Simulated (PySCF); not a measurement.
[Sm(CH3)2]+: from a saddle point downhill

PySCF 2.14.0, RKS PBE0, Sm lcecp-1-SVP with ECP51, C def2-SVP, H def2-SVP; non-relativistic Hamiltonian with scalar-relativistic core potentials where named; density fitting; no spin-orbit coupling. Relaxed within the symmetry of its start, the geometry (C2v) is

```xyz
9

Sm    0.0000    0.0000   -0.2573
C     1.7474    0.0000    1.2432
H     2.7504    0.0000    0.7762
H     1.6887    0.8846    1.9073
H     1.6887   -0.8846    1.9073
C    -1.7474    0.0000    1.2432
H    -2.7504    0.0000    0.7762
H    -1.6887   -0.8846    1.9073
H    -1.6887    0.8846    1.9073
```

and its lowest harmonic modes are -71, -12, 113, 316, 343, 380 cm⁻¹ (negative: unstable). It was moved along the lowest mode and relaxed again, within the group C2 that the move left.

Q: Where does it end, and how much lower?

A: In C2, 0.002 eV lower, after 4 steps:
```xyz
9

Sm    0.0000    0.0000   -0.2520
C     1.7496    0.0198    1.2443
H     2.7325   -0.2193    0.7960
H     1.8428    1.0078    1.7372
H     1.5610   -0.7118    2.0539
C    -1.7496   -0.0198    1.2443
H    -2.7325    0.2193    0.7960
H    -1.8428   -1.0078    1.7372
H    -1.5610    0.7118    2.0539
```

Q: How do the contacts change?

A: 
| contact | saddle (Å) | end (Å) |
| --- | --- | --- |
| Sm1–C2 (CH3) | 2.303 | 2.302 |
| Sm1–C6 (CH3) | 2.303 | 2.302 |


Q: Is the end a minimum?

A: Yes, as far as the noise of the softest modes lets one tell (those above −25 cm⁻¹ count as noise); lowest modes 25, 39, 119, 316, 339, 383 cm⁻¹.

An lcecp potential fixes the number of 4f electrons, so in runs with it no electron can move into or out of that shell.

State: singlet in the valence, with the 4f electrons in the core potential.
